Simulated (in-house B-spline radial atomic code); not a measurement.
How numerical settings move a run on Ne2+, [He] 2s2 2p4. Computed with a B-spline radial code for spherical atoms: Dirac-Kohn-Sham BLYP, spherical fractional occupations, Fermi nucleus of rms radius 3.0055 fm.

Command:
```bash
python run_scf.py task.json out
```
Settings of the sound reference run:
```
Z                10
electrons        8
configuration    [He] 2s2 2p4
hamiltonian      dirac
method           b88,lyp
spin_polarised   False
nucleus          fermi
rms_radius       3.0055
mass_number      20
atomic_mass      19.99244
speed_of_light   137.036
knot_spacing     0.22
spline_order     8
gauss_points     12
box_radius       22.22
max_iterations   70
damping          0.5
damped_steps     3
diis_vectors     10
tolerance        1e-08
start            Thomas-Fermi
```

Time taken, with all properties: 0.86 s on 1 thread of Arm Neoverse V2, on a shared host.

It converges in 10 iterations to -126.702568 hartree, with 2p3/2 at -54.8113 eV. The other runs change the listed settings, some to values that make no sense; their results aren't properties of the atom or ion. Radii are in bohr (the nuclear one in fm), a minus after a letter asks for a j subshell, and «unchanged» means within 1e-8 hartree. The run stops when the residual is below 10 × tolerance × max(1, Z/10), or a noise floor if that is larger, and the energy moves by less than 1e-8 × √|E| hartree; so very loose and very tight tolerances often act alike.

```tsv
changed settings	outcome
knot_spacing = 0.55	converged in 8 iterations, energy +3.78e-04 hartree from the reference, 2p3/2 level +2.5e-04 eV
knot_spacing = 0.3, max_iterations = 8	converged in 8 iterations, energy +2.70e-07 hartree from the reference, 2p3/2 level +3.8e-06 eV
damped_steps = 1	converged in 8 iterations, energy unchanged, 2p3/2 level -2.5e-06 eV
knot_spacing = 2	converged in 9 iterations, energy +3.89e+00 hartree from the reference, 2p3/2 level -3.0e+00 eV (the program warns: 2p3/2 reaches the box edge; 1s1/2 reaches the box edge)
start = bare nucleus	converged in 10 iterations, energy unchanged
damped_steps = 30	converged in 18 iterations, energy unchanged, 2p3/2 level +1.3e-06 eV
knot_spacing = 0.15	converged in 9 iterations, energy -5.43e-08 hartree from the reference, 2p3/2 level -5.9e-07 eV
electrons = 9, configuration = [He] 2s2 2p4 3s-1, max_iterations = 100	stopped with error: j subshells need the Dirac Hamiltonian and l > 0
knot_spacing = 0.1	converged in 11 iterations, energy -5.46e-08 hartree from the reference, 2p3/2 level -8.7e-07 eV
method = hf, spin_polarised = True	stopped with error: spin polarisation is not served with the Dirac Hamiltonian
knot_spacing = 0.75	converged in 8 iterations, energy +3.01e-02 hartree from the reference, 2p3/2 level -1.1e-02 eV
electrons = 11, configuration = [He] 2s2 2p4 3s3, max_iterations = 60	stopped with error: shell 3s holds at most 2 electrons
knot_spacing = 0.15, first_knot = 0.001, max_iterations = 60, damped_steps = 1	converged in 7 iterations, energy -8.89e-06 hartree from the reference, 2p3/2 level -4.1e-06 eV
damped_steps = 8	converged in 13 iterations, energy unchanged, 2p3/2 level -1.9e-06 eV
```

Task: What happens with damped_steps = 0?

Result: Converged in 8 iterations, energy unchanged.

Task: What happens with first_knot = 0.0001, max_iterations = 12, damping = 0.8?

Result: Converged in 9 iterations, energy unchanged, 2p3/2 level -1.1e-06 eV.

Task: What happens with knot_spacing = 1?

Result: Not converged after 70 iterations, last residual 3.3e-07, last energy +2.93e-01 hartree from the reference.

Task: What happens with knot_spacing = 0.4?

Result: Converged in 8 iterations, energy +3.62e-06 hartree from the reference, 2p3/2 level -9.1e-05 eV.
